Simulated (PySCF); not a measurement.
# Core-level binding energies of `FB(F)F`

Compound: BF3.
SMILES with atom numbers: `[F:1][B:2]([F:3])[F:4]`

Structure used (PBE0-D3(BJ)/def2-SVP), in Å, numbered top down from 1:
```xyz
4
BF3 angstrom
F      1.1776   -0.6392    0.0713
B      0.0262   -0.0202   -0.0191
F     -1.0850   -0.7112   -0.0929
F     -0.0150    1.2896   -0.0354
```

Computed, not measured: delta-SCF UKS SCAN, pcX-2 on the ionised atom, pcseg-1 elsewhere, spin-free X2C in PySCF. These are vertical core ionisation energies against the vacuum level, from separate self-consistent calculations with and without the core hole.

**Question.** List the computed XPS lines with their assignment.

**Answer.** 
| atom(s) | environment | level | binding energy (eV) | count |
| --- | --- | --- | --- | --- |
| B2 | three-coordinate boron | B 1s | 202.37 | 1 |
| F1/F3/F4 | boron-bound fluorine | F 1s | 694.73 | 3 |

**Question.** Which photon energy gives electrons from B 1s of B2 a kinetic energy of 150 eV, and what is their de Broglie wavelength?

**Answer.** hν = 202.37 + 150 = 352.37 eV, recoil neglected; λ = 12.264 Å/√(E/eV) = 1.00 Å.

**Question.** Express the binding energy of B 1s of B2 in atomic units and per mole.

**Answer.** 202.37 eV = 7.4370 Eh = 19526 kJ/mol.

The first atom of each set that the bonding makes equivalent was ionised and stands for the set. Isolated species at its PBE0-D3(BJ)/def2-SVP geometry, gas phase.
